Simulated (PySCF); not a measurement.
## Si(12+) (silicon, charge +12) across methods

1s2, closed-shell 1S. Calculation: PySCF 2.14, in an even-tempered Gaussian basis (15 s from 7.3 bohr⁻², ratio 2.2; 7 p from 11 bohr⁻², ratio 2.4; 4 d from 34 bohr⁻², ratio 2.4; 3 f from 51 bohr⁻², ratio 2.4; 3 g from 76 bohr⁻², ratio 2.4); no relativity, point nucleus.

| method | E (hartree) | mean ε 1s (eV) | Σ⟨r²⟩ (bohr²) | ⟨S²⟩ |
| --- | --- | --- | --- | --- |
| M06-L | -187.5243 | -2358.0 | 0.03240 | 0.000 |
| UHF | -187.36100 | -2433.2 | 0.03244 | 0.000 |
| PBE | -187.2398 | -2347.3 | 0.03263 | 0.000 |
| r2SCAN | -187.4099 | -2357.2 | 0.03251 | 0.000 |
| LDA | -186.3764 | -2338.0 | 0.03277 | 0.000 |
| r2SCAN0 | -187.4087 | -2376.3 | 0.03249 | 0.000 |

Estimate the same row for PBE0.

E (hartree) = -187.2819; mean ε 1s (eV) = -2369.0; Σ⟨r²⟩ (bohr²) = 0.03258; ⟨S²⟩ = 0.000.
